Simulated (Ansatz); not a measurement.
`C[Se][SiH2]Cl` + H₂ → `C[SeH]` + `[SiH3]Cl`  (hydrogenolysis of the Se–Si bond)

Program: Ansatz. Geometries: PBE0-D4/def2-TZVP. ΔE: electronic, gas phase. CCSD(T)/CBS adds triple-zeta CCSD(T) − MP2 to the extrapolated MP2 energy (def2 sets, frozen cores). This one scheme is used for every species. Functionals use def2-TZVPP. For Se outer-core shells are correlated without core-valence functions, which leaves a few kJ/mol of doubt a bond. Scalar relativity is left out up to krypton. One conformer a species, not always the lowest.

CCSD(T)/CBS gives +12.1 kcal/mol.

(1) Another level gave +10.5 kcal/mol. Which?
A. r2SCANh-D4/def2-TZVPP
B. SCS-MP2/def2-TZVPP
C. BLYP/def2-TZVPP
D. LC-ωPBE/def2-TZVPP

(2) What do rigid-rotor, harmonic-oscillator terms from PBE0-D4/def2-TZVP frequencies (298.15 K, 1 bar) make of the CCSD(T)/CBS value? (Estimate.)

Largest T1 diagnostic among the species: 0.009.

## Answers

(1) B. SCS-MP2/def2-TZVPP 10.5, BLYP 7.9, r2SCANh-D4 12.4, LC-ωPBE 9.0 kcal/mol.

(2) Computed: ΔZPE = +2.3 kcal/mol, ΔH = +13.1 kcal/mol, ΔS = 29 J/(mol·K), ΔG = +11.1 kcal/mol.

In def2-TZVPP, CCSD(T) changes the Hartree–Fock value by +6.3 kcal/mol (the triples alone add +1.5 kcal/mol) and MP2 by +9.0 kcal/mol. The D4 term adds +3.6 kcal/mol with B3LYP and +2.0 kcal/mol with PBE0; it sums over pairs of atoms, weighted by their polarisabilities, and B3LYP, whose exchange is more repulsive, gets the larger term. Leaving LDA and LC-ωPBE aside and taking each functional with its dispersion term where it has one, the values, not all of them listed here, spread over 4.9 kcal/mol, from CAM-B3LYP-D4 to revPBE-D4. LDA lies +1.1 kcal/mol from PBE without D4.

B3LYP here is the variant with VWN-RPA as its local correlation; programs differ in this.
